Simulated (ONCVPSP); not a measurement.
# Se: variants of one ONCV potential

Base potential:

```
Element                 : Se
Generator               : ONCVPSP 4.0.1
Type                    : optimised norm-conserving Vanderbilt (ONCV)
Functional              : PBE
Relativity              : scalar-relativistic
Frozen core             : [Ar] 3d10
Valence charge          : 6
Reference configuration : 4s2 4p4
Partial waves           : 4s: rc 1.20 bohr, ncon 3, nbas 7, qcut 6.3 1/bohr, 3 projectors, debl 2.5 Ha; 4p: rc 2.05 bohr, ncon 5, nbas 10, qcut 3.8 1/bohr, 2 projectors, debl 2.5 Ha
Local potential         : polynomial inside 0.75 bohr (lpopt 4, dvloc0 0 Ha)
Core correction         : Teter function, fcfact 1.75, rcfact 1.75
```

Cutoffs, loose and tight: the cutoffs (Ha) at which the residual kinetic energy of the hardest occupied pseudo-wave falls to 1 and 0.1 mHa per electron. They do not see the model core or the augmentation charge, which bear on the density cutoff. Test errors are all-electron minus pseudo excitation energies from the reference, over the configurations 4s2 4p3; 4s2 4p2; 4s2 4p1; 4s2 4p3.5. A dash means not determined; rows that change the core or the reference have their own tests.

A true bound ghost makes a file unfit for plane-wave use even where its test errors are small: the radial tests pick states by their node count and pass the ghost by.

| change | outcome | cutoff, loose | cutoff, tight | bound ghosts | GHOST(+) flags above zero | largest test error (meV) |
| --- | --- | --- | --- | --- | --- | --- |
| base | generated | 20 Ha | 96 Ha | s | s, p | -321 |
| p: qcut 2.5 | generated | 20 Ha | 96 Ha | s | s, p | -318 |
| p: qcut 3.2 | generated | 20 Ha | 96 Ha | s | s, p | -324 |
| p: qcut 3.7 | generated | 20 Ha | 96 Ha | s | s, p | -321 |
| p: qcut 4.4 | generated | 20 Ha | 96 Ha | s | s, p | -313 |
| p: qcut 5 | generated | 20 Ha | 96 Ha | s | s, p | -302 |
| p: qcut 5.6 | generated | 20 Ha | 96 Ha | s | s, p | -297 |

Reading the sweep of the qcut of the p channel (base included, trends over the rows without a ghost): Bound ghosts are found at 2.5, 3.2, 3.7, 3.8, 4.4, 5, 5.6 1/bohr. Every judged row has one, so this setting neither creates nor removes them.
